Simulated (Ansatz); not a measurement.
arachno-B4H10 (B4H10). Charge 0, multiplicity 1. Geometry PBE0-D4/def2-SVP.

Cartesian coordinates in Å:
```
B -0.786 0.474 -1.100
B -0.173 -0.975 -0.139
B 1.234 -0.143 0.714
B -0.503 0.475 0.722
H -1.941 0.413 -1.440
H -0.783 -1.944 0.211
H 1.597 -0.667 1.736
H -1.315 0.392 1.598
H -0.254 -0.803 -1.398
H -0.765 1.440 -0.066
H 1.077 -1.210 -0.203
H 0.566 1.034 1.129
H -0.009 1.072 -1.810
H 2.056 0.442 0.045
```

B3LYP takes the VWN-RPA correlation.

(1) Estimate the orbital energies around the gap (eV) in Ansatz with PBE-D4/def2-SVP, BLYP-D4/def2-TZVP, B3LYP-D4/6-31G, B3LYP-D4/def2-TZVP, ωB97M-V/def2-TZVP.

Answers

(1) 
```csv
orbital,PBE-D4/def2-SVP,BLYP-D4/def2-TZVP,B3LYP-D4/6-31G,B3LYP-D4/def2-TZVP,ωB97M-V/def2-TZVP
HOMO−9,-14.23,-14.22,-15.98,-15.93,-18.97
HOMO−8,-14.04,-14.03,-15.73,-15.67,-18.66
HOMO−7,-11.18,-11.19,-12.63,-12.73,-15.67
HOMO−6,-10.70,-10.67,-11.90,-11.91,-14.41
HOMO−5,-9.76,-9.76,-11.09,-11.15,-13.90
HOMO−4,-8.77,-8.76,-9.97,-10.02,-12.57
HOMO−3,-8.77,-8.76,-9.91,-9.98,-12.50
HOMO−2,-8.50,-8.55,-9.66,-9.83,-12.35
HOMO−1,-8.05,-8.11,-9.29,-9.39,-11.88
HOMO,-7.79,-7.82,-8.88,-8.99,-11.41
LUMO,-0.76,-0.72,0.21,-0.17,1.86
LUMO+1,-0.62,-0.66,0.22,-0.05,1.99
LUMO+2,0.88,0.49,1.96,0.86,2.16
LUMO+3,1.43,0.51,2.68,0.98,2.26
LUMO+4,2.18,0.88,3.32,1.27,2.78
LUMO+5,2.20,1.14,3.39,1.56,3.04
```
